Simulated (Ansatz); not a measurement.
Basis-set extrapolation for F2H6N2OSi2, SMILES `N[SiH2]O[Si](N)(F)F` (PBE0-D4/def2-TZVP geometry, frozen core, the Gaussian-basis code of Ansatz). Multiplicity 1, RHF reference.

|  | def2-TZVPP | def2-QZVPP |
| --- | --- | --- |
| HF | -964.543857 | -964.582753 |
| MP2 correlation | -1.387794 | -1.506483 |
| CCSD(T) correlation | -1.467287 | not run |

Energies in hartree. Use E(X) = E(∞) + A·exp(−7.88·√X) for Hartree–Fock and E(X) = E(∞) + B·X^(−2.97) for correlation, with X = 3 and 4, and add CCSD(T) minus MP2 of the smaller set to the MP2 limit.

Problem. What is the CCSD(T) energy at the basis-set limit?

Solution. HF limit: -964.582753 + (-0.038896) × 0.13774 = -964.58811. MP2 limit: -1.506483 + (-0.118689) × 0.74074 = -1.59440. Higher-order term: -1.467287 − (-1.387794) = -0.07949. Total: -966.26200 hartree, 157.4 kcal/mol below CCSD(T)/def2-TZVPP.
